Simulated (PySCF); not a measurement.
C₅H₃ClO₂.
Numbering: `[O:1]=[C:2]([Cl:3])[c:4]1[cH:5][cH:6][cH:7][o:8]1` (hydrogens: H9 on C5; H10 on C6; H11 on C7)

Method used: PySCF, PBE0-D3(BJ)/def2-SVP geometry optimisation, gas phase.

(1) List the bond lengths, angles and torsions at this level.

Answers

(1) 
```tsv
bond	length (Å)	order
O1=C2	1.190	double
C2–Cl3	1.777	single
C2–C4	1.456	single
C4–C5	1.374	aromatic
C5–C6	1.419	aromatic
C6–C7	1.370	aromatic
C7–O8	1.337	aromatic
C4–O8	1.351	aromatic
C5–H9	1.087	single
C6–H10	1.088	single
C7–H11	1.087	single
```

Orders are formal, as drawn. A selection of angles:
```tsv
angle	degrees
O1–C2–Cl3	121.7
O1–C2–C4	124.7
Cl3–C2–C4	113.6
C2–C4–C5	128.8
C2–C4–O8	121.2
C5–C4–O8	110.1
C4–C5–C6	106.0
C5–C6–C7	105.6
C6–C7–O8	110.9
C4–O8–C7	107.4
```

Dihedral angles: O1–C2–C4–C5 0° (synperiplanar).

The 3 C–O bonds span 1.190 Å (O1=C2, drawn double) to 1.351 Å (C4–O8, aromatic), a spread of 0.161 Å. The 4 C–C bonds span 1.370 Å (C6–C7, aromatic) to 1.456 Å (C2–C4, drawn single), a spread of 0.086 Å. The 8 heavy atoms lie in one plane (0.005 Å rms). O8 (furan-type oxygen) is bent (angle 107.4°). The 5-membered ring C4–C5–C6–C7–O8 has internal angles of 105.6° to 110.9° (sum 540°, against 540° for a flat polygon); it is planar, 0.00 Å rms from its mean plane, widest ring torsion 0°.

Point group: Cs (tolerance 0.08 Å). Not checked by PBE0-D3(BJ)/def2-SVP frequencies. One conformer, not necessarily the lowest.
